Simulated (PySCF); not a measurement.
C7H11F3.
Bonds: C1–C2, C2–C3, C2–C4 (double), C4–C5, C4–C6, C6–C7, C7–F8, C7–F9, C7–F10. Hydrogens: H11, H12, H13 on C1; H14, H15, H16 on C3; H17, H18, H19 on C5; H20, H21 on C6.

The same species was optimised twice, with GFN2-xTB and with PBE0-D3(BJ)/def2-SVP (PySCF), and the same property calculations (PySCF, gas phase) were run on both structures.

```json
{"coordinate": "C2=C4 (Å)", "GFN2-xTB": "1.335", "PBE0-D3(BJ)/def2-SVP": "1.349", "change": "+0.014"}
{"coordinate": "C7–F8 (Å)", "GFN2-xTB": "1.348", "PBE0-D3(BJ)/def2-SVP": "1.339", "change": "-0.009"}
{"coordinate": "C6–C7 (Å)", "GFN2-xTB": "1.518", "PBE0-D3(BJ)/def2-SVP": "1.511", "change": "-0.007"}
{"coordinate": "C4–C6 (Å)", "GFN2-xTB": "1.511", "PBE0-D3(BJ)/def2-SVP": "1.507", "change": "-0.004"}
{"coordinate": "C7–F9 (Å)", "GFN2-xTB": "1.340", "PBE0-D3(BJ)/def2-SVP": "1.337", "change": "-0.003"}
{"coordinate": "C2–C3 (Å)", "GFN2-xTB": "1.504", "PBE0-D3(BJ)/def2-SVP": "1.507", "change": "+0.003"}
{"coordinate": "C4–C5 (Å)", "GFN2-xTB": "1.505", "PBE0-D3(BJ)/def2-SVP": "1.506", "change": "+0.001"}
{"coordinate": "C7–F10 (Å)", "GFN2-xTB": "1.341", "PBE0-D3(BJ)/def2-SVP": "1.339", "change": "-0.002"}
{"coordinate": "C1–C2 (Å)", "GFN2-xTB": "1.498", "PBE0-D3(BJ)/def2-SVP": "1.499", "change": "+0.001"}
{"coordinate": "C4–C6–C7 (°)", "GFN2-xTB": "111.0", "PBE0-D3(BJ)/def2-SVP": "113.6", "change": "+2.6"}
{"coordinate": "F8–C7–F10 (°)", "GFN2-xTB": "106.1", "PBE0-D3(BJ)/def2-SVP": "107.2", "change": "+1.1"}
{"coordinate": "C6–C7–F9 (°)", "GFN2-xTB": "113.0", "PBE0-D3(BJ)/def2-SVP": "111.9", "change": "-1.1"}
{"coordinate": "F8–C7–F9 (°)", "GFN2-xTB": "106.1", "PBE0-D3(BJ)/def2-SVP": "107.2", "change": "+1.1"}
{"coordinate": "C6–C7–F10 (°)", "GFN2-xTB": "112.9", "PBE0-D3(BJ)/def2-SVP": "111.9", "change": "-1.0"}
{"coordinate": "C5–C4–C6 (°)", "GFN2-xTB": "114.8", "PBE0-D3(BJ)/def2-SVP": "115.7", "change": "+0.9"}
{"coordinate": "C1–C2–C4 (°)", "GFN2-xTB": "125.6", "PBE0-D3(BJ)/def2-SVP": "124.7", "change": "-0.9"}
{"coordinate": "C1–C2–C3 (°)", "GFN2-xTB": "114.1", "PBE0-D3(BJ)/def2-SVP": "114.9", "change": "+0.8"}
{"coordinate": "C2–C4–C6–C7 (°)", "GFN2-xTB": "90", "PBE0-D3(BJ)/def2-SVP": "93", "change": "+3"}
{"coordinate": "C4–C6–C7–F8 (°)", "GFN2-xTB": "-178", "PBE0-D3(BJ)/def2-SVP": "178", "change": "-4"}
```

Rotational constants: A = 2138, B = 876.0, C = 733.4 MHz (GFN2-xTB) against A = 2143, B = 861.0, C = 720.7 MHz (PBE0-D3(BJ)/def2-SVP). Point groups within 0.08 Å: C1 and C1.

On the GFN2-xTB structure: HOMO (eV) -6.80 [PBE0/pcSseg-1]; LUMO (eV) 0.37 [PBE0/pcSseg-1]; dipole (D) 2.53 [PBE0/pcSseg-1]; GIAO shielding of C1 (ppm) 161.8 [PBE0/pcSseg-1]; GIAO shielding of C2 (ppm) 44.1 [PBE0/pcSseg-1]; GIAO shielding of C3 (ppm) 163.7 [PBE0/pcSseg-1]; GIAO shielding of C4 (ppm) 61.2 [PBE0/pcSseg-1]; GIAO shielding of C5 (ppm) 163.7 [PBE0/pcSseg-1]; GIAO shielding of C6 (ppm) 143.3 [PBE0/pcSseg-1]; GIAO shielding of C7 (ppm) 50.9 [PBE0/pcSseg-1]; GIAO shielding of F8/F9/F10 (mean) (ppm) 253.1 [PBE0/pcSseg-1].

What do these properties become on the PBE0-D3(BJ)/def2-SVP structure?

```
                                    property          level  on GFN2-xTB  on PBE0-D3(BJ)/def2-SVP  change
                                   HOMO (eV)  PBE0/pcSseg-1        -6.80                    -6.75   +0.05
                                   LUMO (eV)  PBE0/pcSseg-1         0.37                     0.25   -0.12
                                  dipole (D)  PBE0/pcSseg-1         2.53                     2.40   -0.13
energy, GFN2-xTB geometry as zero (kcal/mol)  PBE0/pcSseg-1          0.0                     -0.8    -0.8
                  GIAO shielding of C1 (ppm)  PBE0/pcSseg-1        161.8                    160.5    -1.3
                  GIAO shielding of C2 (ppm)  PBE0/pcSseg-1         44.1                     41.4    -2.7
                  GIAO shielding of C3 (ppm)  PBE0/pcSseg-1        163.7                    162.3    -1.4
                  GIAO shielding of C4 (ppm)  PBE0/pcSseg-1         61.2                     58.4    -2.8
                  GIAO shielding of C5 (ppm)  PBE0/pcSseg-1        163.7                    162.5    -1.2
                  GIAO shielding of C6 (ppm)  PBE0/pcSseg-1        143.3                    143.7    +0.4
                  GIAO shielding of C7 (ppm)  PBE0/pcSseg-1         50.9                     52.7    +1.8
    GIAO shielding of F8/F9/F10 (mean) (ppm)  PBE0/pcSseg-1        253.1                    257.5    +4.4
```

The heavy atoms differ by 0.043 Å rms after alignment. Among bonds between heavy atoms C2=C4 changes most (+0.014 Å). Changes are differences of the printed values. Neither structure is proved a minimum here.

The values belong to the conformer `[CH3:1][C:2]([CH3:3])=[C:4]([CH3:5])[CH2:6][C:7]([F:8])([F:9])[F:10]`: C2–C4–C6–C7 93°, C4–C6–C7–F8 178°.
